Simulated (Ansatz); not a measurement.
Wavefunction ladder for CH₄BFO₂ (`COB(O)F`)

```xyz
9

C    -0.586   -0.812    0.928
O     0.446   -0.066    0.314
B     0.258    0.637   -0.827
O     1.269    1.343   -1.388
F    -0.925    0.662   -1.441
H    -0.267   -1.853    1.013
H    -1.514   -0.766    0.356
H    -0.763   -0.416    1.930
H     2.082    1.271   -0.884
```

Total charge 0; spin multiplicity 1. The geometry is a stationary point of PBE0-D4/def2-TZVP. It is one conformer, not always the lowest. Frozen core, restricted reference, the Gaussian-basis code of Ansatz. CBS rows extrapolate triple and quadruple zeta.

```json
{"basis": "def2-TZVPP", "HF (Eh)": "-314.35681", "MP2 corr.": "-0.98746"}
{"basis": "def2-QZVPP", "HF (Eh)": "-314.37166", "MP2 corr.": "-1.06832"}
```

Q: Estimate the CCSD correlation energy and the (T) correction in each basis where they were run (hartree).

A: 
```tsv
basis	CCSD corr.	(T)
def2-TZVPP	-1.00722	-0.03416
def2-QZVPP	-1.07851	-0.03924
CBS(def2)	-1.13132	-0.04301
```
